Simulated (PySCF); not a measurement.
HSn, SMILES [SnH] (connectivity only; charge and spin as stated), neutral, multiplicity 2.

The structure is a stationary point at B3LYP-D3(BJ)/def2-TZVPD. The def2 effective core potentials stand for the cores of Sn; spin–orbit coupling is left out.

Computed with IEF-PCM-ωB97X/def2-TZVPD (PySCF 2.14.0).

The values are the electrostatic part of the solvation free energy, E(continuum) − E(gas) at the gas-phase geometry, in a cavity of scaled van der Waals radii (PySCF's table); cavitation and dispersion terms are not included. A continuum can't describe solvent molecules that bind to the metal. The dipole moment in vacuum is 0.57 D.

Problem. Estimate the values in water (ε = 78.36), chlorobenzene (ε = 5.70), cyclohexanone (ε = 15.62). (An estimate is asked for; the answer gives what the named calculation found.)

Solution. 
```
solvent            ε  ΔG(elec) (kcal/mol)  dipole (D)
-------------  -----  -------------------  ----------
water          78.36                 -2.2        0.92
chlorobenzene   5.70                 -1.6        0.82
cyclohexanone  15.62                 -2.0        0.88
```
